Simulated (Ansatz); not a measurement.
The same path of Cl3FH2NTa + H3P (12 atoms, charge 0, multiplicity 1) was run twice with different band settings. Lost on the way: P9–H12. Made: Ta1–P9, N2–H12.

These are results of RHF/def2-SVP (Ansatz), not measurements.

Relaxed end points:

```xyz
12
Properties=species:S:1:pos:R:3
Ta -0.122 0.712 0.085
N 1.790 0.451 -0.093
H 2.344 0.100 0.671
H 2.336 0.643 -0.913
F 0.140 0.065 1.832
Cl -0.128 1.476 -2.147
Cl -0.907 2.733 0.918
Cl -1.571 -1.046 -0.370
P 1.824 -4.087 -1.566
H 0.989 -4.116 -0.428
H 0.867 -3.491 -2.417
H 2.466 -2.875 -1.224
```

```xyz
12
Properties=species:S:1:pos:R:3
Ta -0.033 -0.478 -0.327
N 2.270 0.062 -0.222
H 2.537 0.139 0.749
H 2.466 0.952 -0.654
F 0.390 -1.146 1.381
Cl 0.130 0.214 -2.579
Cl -0.067 1.771 0.506
Cl -2.248 -1.089 -0.305
P 1.069 -2.702 -1.151
H 0.464 -3.541 -0.191
H 0.186 -2.984 -2.212
H 2.864 -0.632 -0.648
```

Common settings: movable images 5; climbing image yes; spring 5.0 eV/Å²; optimiser quadratic models (default); start path through a guess of the saddle point; iteration limit 60; end points relaxed.

| run | force threshold |
| --- | --- |
| 1 | 0.03 eV/Å |
| 2 | 0.5 eV/Å |

Task: What does each run give, and how far can it be trusted?

Result: Run 1: converged after 43 iterations, highest image 1.831 eV above the first end. The profile has 2 maxima (images 2, 4) with wells between them (image 3): this band takes more than one step, which may be the mechanism or a detour left from its start path. A structure lower than the first end lies on the path between it and the top, so the climb from that side starts below the end, which may itself be a saddle point or a shallow side well. Neighbouring images differ by up to 1.8 eV, so the band resolves the path poorly. A vibrational analysis at the climbing image gives one clearly imaginary mode, 1817i cm⁻¹: a first-order saddle point.
Run 2: converged after 19 iterations, highest image 2.178 eV above the first end. The threshold of 0.5 eV/Å is loose, so the images may lie well off the minimum-energy path. The profile has 2 maxima (images 2, 4) with wells between them (image 3): this band takes more than one step, which may be the mechanism or a detour left from its start path. A structure lower than the first end lies on the path between it and the top, so the climb from that side starts below the end, which may itself be a saddle point or a shallow side well. Neighbouring images differ by up to 2.2 eV, so the band resolves the path poorly. The order of the point at the top wasn't checked.
The orbitals stay closed-shell, which can raise the energy where a bond breaks towards radicals; this wasn't checked here.
